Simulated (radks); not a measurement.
Task: The molybdenum ion Mo10+ is in [Ar] 3d10 4s2 4p2. All-electron calculation, scalar-relativistic Kohn-Sham, BLYP, spin-polarised, spherical densities, finite nucleus; Fermi nuclear charge, rms radius of each element as measured or else 0.836 A^(1/3) + 0.57 fm. Program: a radial shooting solver on a logarithmic mesh with Libxc functionals. Open shells are filled with parallel spins first. One electron is removed from 4p, 3d, 3p, 4s in turn, with full relaxation. Which removal costs least, and what does each cost?

Result: 4p 208.38 eV; 4s 234.56 eV; 3d 427.28 eV; 3p 584.16 eV. The 4p electron leaves first.
